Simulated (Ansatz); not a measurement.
Ansatz (a program for electronic structure) input:

Ansatz 0.2 input:
```yaml
crystal:
  periodic: [false, false, false]
  atoms:
    - {symbol: Si, position_ang: [-0.59362054, -0.38978868, 0.13906678]}
    - {symbol: O, position_ang: [-1.38242956, -0.10565037, 1.43834126]}
    - {symbol: Cl, position_ang: [-0.37002785, 1.32411421, -1.21525879]}
    - {symbol: Cl, position_ang: [1.50944691, -0.95339394, 0.42386673]}
basis:
  gaussian:
    orbitals: def2-TZVPD
hamiltonian:
  xc: {name: B97M-V}
total_charge: -1
magnetization: {spin_polarized: true, initial_magnetization: 1}
output: {forces: true}
```

### Question
Predict the final energy.

### Answer
-1285.02734 Eh (B97M-V/def2-TZVPD). The basis has 175 functions.
